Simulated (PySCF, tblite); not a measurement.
CH10O2PSi3 (doublet state).
Geometry (GFN2-xTB, Å), atoms numbered from 1 in this order:
```
atom  x, y, z in Å
Si1    2.083    1.212    0.641
O2     1.914   -0.065   -0.362
Si3    1.148   -1.335   -0.991
C4    -0.373   -1.730    0.100
O5    -0.941   -0.556    0.626
Si6   -1.960    0.462   -0.098
P7    -2.163    1.963    1.517
H8     2.193    0.695    2.002
H9     0.931    2.096    0.468
H10    3.327    1.815    0.167
H11    0.727   -0.948   -2.337
H12    2.081   -2.457   -0.960
H13   -1.132   -2.290   -0.455
H14   -0.087   -2.343    0.960
H15   -1.433    1.018   -1.354
H16   -3.213   -0.227   -0.453
H17   -3.110    2.703    0.818
```

Jobs on this species (17 atoms, 89 electrons) with PySCF (density fitting) and tblite. Hardware of each: an Arm Neoverse V1 with one thread, shared host. Other jobs ran on the host; a repeat could differ by tens of per cent or more.

```csv
level and settings,work,basis functions,SCF cycles,wall time
"UKS B3LYP, pcH-1 on C H O P Si, non-relativistic, mean-field spin-orbit, GIAO","unrestricted SCF, g, hyperfine, density and orbital grids written",315,?,?
GFN2-xTB,L-BFGS relaxation,–,–,2.0 s
GFN2-xTB,Hessian by finite differences,–,–,0.86 s
```

Question: Fill in the missing figures.

Answer: 
- UKS B3LYP, pcH-1 on C H O P Si, non-relativistic, mean-field spin-orbit, GIAO; unrestricted SCF, g, hyperfine, density and orbital grids written: 2.7 min, 12 SCF cycles

Question: What do all jobs in the table cost together?

Answer: About 2.7 min; the longest takes about 98 % of that, and about 190 times as long as the shortest.
